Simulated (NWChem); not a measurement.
SiHF, singlet; SMILES F[SiH]

```xyz
3

Si     0.0921     0.6084     0.0000
H     -1.4518     0.8671     0.0000
F      0.0180    -1.0428     0.0000
```
Atoms are numbered in this order, from 1.

Program: NWChem. Low-valent species are run as closed-shell singlets; no triplet was tried in these runs. Geometry: optimised at PBE-D3(BJ)/def2-SVP.

For level PBE/aug-cc-pVTZ:

```
Item        Value
----------  -----
dipole (D)   1.05
```

How do the values read with level PBE/cc-pVTZ instead?


* **dipole (D)**: 0.95
